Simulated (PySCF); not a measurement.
## Nuclear quadrupole coupling in `CC[P@@](P)(=S)C(C)C`

Compound: C5H14P2S.
Structure used (GFN2-xTB), in Å, numbered top down from 1:
```xyz
22
C5H14P2S angstrom
C      2.1610   -1.1823   -0.3827
C      1.3952   -0.2262   -1.2822
P      0.1657    0.8444   -0.4006
P      1.3494    1.7147    1.2455
S     -0.7438    2.0827   -1.5973
C     -0.9679   -0.3250    0.5131
C     -1.7566   -1.1584   -0.4850
C     -1.8795    0.5242    1.3870
H      1.5130   -1.9713   -0.0080
H      2.5849   -0.6482    0.4696
H      2.9762   -1.6434   -0.9373
H      0.8497   -0.7561   -2.0682
H      2.0759    0.4751   -1.7783
H      0.5626    2.8595    1.2487
H      2.2379    2.2662    0.3245
H     -0.3401   -0.9622    1.1460
H     -1.1053   -1.8245   -1.0487
H     -2.2712   -0.5020   -1.1864
H     -2.5010   -1.7636    0.0296
H     -2.5763   -0.1029    1.9402
H     -2.4484    1.2163    0.7659
H     -1.2919    1.1025    2.1038
```

Field gradients from the PBE0/pcSseg-1 density (PySCF, non-relativistic), principal values in atomic units, ordered |Vxx| ≤ |Vyy| ≤ |Vzz|:

```tsv
atom	Vxx	Vyy	Vzz
S5	-1.0748	-1.2256	2.3004
```

Question: Find the asymmetry η = (Vxx − Vyy)/Vzz and the couplings χ = eQV/h (234.96 MHz × Q in barn × V in au), with Q(33S) = −0.0678 b.

Answer: 
```json
{"atom": "S5", "environment": "sulfur bonded to P", "nucleus": "33S", "η": "0.07", "χzz (MHz)": "-36.65", "χxx (MHz)": "17.12", "χyy (MHz)": "19.53"}
```

The tensor is traceless: Vxx + Vyy + Vzz = 0.

Question: What is Vzz at S5 in SI units (1 au = 9.71736 × 10²¹ V/m²)?

Answer: 2.3004 au = 22.354 × 10²¹ V/m².

Question: And the gradient at the other heavy atoms, for which no coupling is worked out here?

Answer: 
```
atom                        environment  Vzz (au)     η
  C1                      methyl carbon     0.086  0.09
  C2     sp3 carbon bound to phosphorus     0.111  0.50
  P3  phosphorus bonded to 2 C, P and S     0.256  0.63
  P4        three-coordinate phosphorus    -1.139  0.21
  C6     sp3 carbon bound to phosphorus     0.104  0.26
  C7                      methyl carbon     0.096  0.51
  C8                      methyl carbon     0.094  0.59
```

Question: What couplings would deuterons (Q(2H) = 0.00286 b) have in place of the hydrogens, at this geometry?

Answer: 
```
atom  bonded to  bond length (Å)  Vzz (au)     η  χzz (kHz)
  H9         C1            1.088    0.3138  0.02        211
 H10         C1            1.091    0.3032  0.05        204
 H11         C1            1.088    0.3131  0.02        210
 H12         C2            1.094    0.3012  0.02        202
 H13         C2            1.096    0.2959  0.02        199
 H14         P4            1.389    0.2039  0.07        137
 H15         P4            1.393    0.2016  0.09        135
 H16         C6            1.096    0.2960  0.00        199
 H17         C7            1.089    0.3137  0.03        211
 H18         C7            1.090    0.3021  0.02        203
 H19         C7            1.089    0.3139  0.03        211
 H20         C8            1.088    0.3144  0.03        211
 H21         C8            1.090    0.3017  0.02        203
 H22         C8            1.092    0.3052  0.05        205
```

Geometry: GFN2-xTB, one conformer, isolated molecule. GFN2-xTB bond lengths can be off by several hundredths of an ångström, more for odd bonds, and the gradients follow them. With so small a basis the couplings can be 20 % off.
